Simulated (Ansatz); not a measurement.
Consider the formal exchange of groups at the Al–C bond: `C#[C][AlH][OH]` + `CO[SiH2]F` → `[OH][AlH][CH2]O[SiH2]F` + `C#C`.

Isolated molecules relaxed with PBE0-D4/def2-TZVP in Ansatz; ΔE leaves out vibrations. CBS: MP2 limit from def2 TZ/QZ plus the TZ coupled-cluster correction, frozen cores. This one scheme is used for every species. DFT in def2-TZVPP. B3LYP here is the variant with VWN-RPA as its local correlation; programs differ in this. One conformer a species, not always the lowest.

(1) Is it downhill or uphill in electronic energy at CCSD(T)/CBS, and by how much? (Estimate.)

(2) What do these levels give: r2SCAN-D4, PBE0-D4, B3LYP-D4, ωB97X-V, PBE0, B3LYP, HF/def2-TZVPP, CCSD(T)/def2-TZVPP, HF/def2-QZVPP, MP2/def2-QZVPP, SCS-MP2/def2-QZVPP, CCSD/CBS(def2)? (Best estimate.)

Largest T1 diagnostic among the species: 0.014.

Answers

(1) Ansatz gave: Uphill: ΔE = +89.1 kJ/mol.

(2) Computed: r2SCAN-D4 88.8, PBE0-D4 85.4, B3LYP-D4 85.8, ωB97X-V 86.6, PBE0 89.1, B3LYP 92.1, HF/def2-TZVPP 107.1, CCSD(T)/def2-TZVPP 91.2, HF/def2-QZVPP 106.8, MP2/def2-QZVPP 93.1, SCS-MP2/def2-QZVPP 94.9, CCSD/CBS(def2) 90.4 kJ/mol.

The D4 term adds −6.4 kJ/mol with B3LYP and −3.7 kJ/mol with PBE0; it sums over pairs of atoms, weighted by their polarisabilities, and B3LYP, whose exchange is more repulsive, gets the larger term. In def2-TZVPP, CCSD(T) changes the Hartree–Fock value by −15.9 kJ/mol (the triples alone add −1.3 kJ/mol) and MP2 by −12.6 kJ/mol. From PBE to PBE0 (25 % exact exchange), in def2-TZVPP and without D4, ΔE moves by +4.4 kJ/mol.
